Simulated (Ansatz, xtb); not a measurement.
# Two isomers of C5H8BrF

Structure X is `F[C@@H]1CCC[C@@H]1Br`, a singlet and structure Y is `FC1(Br)CCCC1`, a singlet. Both are isolated molecules in the gas phase, relaxed with r2SCAN-D4/def2-SVP; each stands in its lowest conformer found.

Problem. Estimate which is lower in electronic energy at CCSD(T)/def2-SVP + ΔMP2/def2-TZVPP, and by roughly how much.

Solution. The CCSD(T)/def2-SVP + ΔMP2/def2-TZVPP calculation puts structure Y lower, by 1.45 kcal/mol.

Level by level:

| level | geometry | E(Y) − E(X) (kcal/mol) | departure from the last row (kcal/mol) | job, with rough time for the two |
| --- | --- | --- | --- | --- |
| GFN2-xTB | GFN2-xTB | −2.91 | −1.46 | optimisation, 0.31 s |
| HF/STO-3G | GFN2-xTB | −3.15 | −1.70 | single point, 1.1 s |
| r2SCAN-D4/def2-SVP//GFN2-xTB | GFN2-xTB | −3.36 | −1.90 | single point, 12 s |
| r2SCAN-D4/def2-SVP | r2SCAN-D4/def2-SVP | −3.11 | −1.66 | optimisation, 1.8 min |
| HF/def2-SVP | r2SCAN-D4/def2-SVP | +0.29 | +1.75 | part of the CCSD(T) run |
| MP2/def2-SVP | r2SCAN-D4/def2-SVP | −2.18 | −0.73 | part of the CCSD(T) run |
| CCSD(T)/def2-SVP | r2SCAN-D4/def2-SVP | −1.89 | −0.44 | single point |
| CCSD(T)/def2-SVP + ΔMP2/def2-TZVPP | r2SCAN-D4/def2-SVP | −1.45 |  | single point, 6.2 min |

As drawn, both hold the same kinds of bond in the same numbers.

HF/def2-SVP finds them nearly level. The largest departure from CCSD(T)/def2-SVP + ΔMP2/def2-TZVPP is that of r2SCAN-D4/def2-SVP//GFN2-xTB, 1.90 kcal/mol. The last row adds to CCSD(T) the change of the MP2 difference between the two basis sets, here +0.44 kcal/mol.

With thermal terms from frequencies at re-optimised GFN2-xTB minima (ideal gas, soft modes damped towards free rotors, one conformer each, 298.15 K, 1 atm): the zero-point term adds −0.18 kcal/mol; ΔH is −1.52 and ΔG −1.66 kcal/mol.

The correlated steps freeze 15 core orbitals; the filled d shell of Br is correlated, in a basis made for valence electrons. Mirror images aren't counted in ΔG. Programs: Ansatz 0.2.0, xtb 6.7.1; the last row on 2 threads of Arm Neoverse V1 on a shared host.
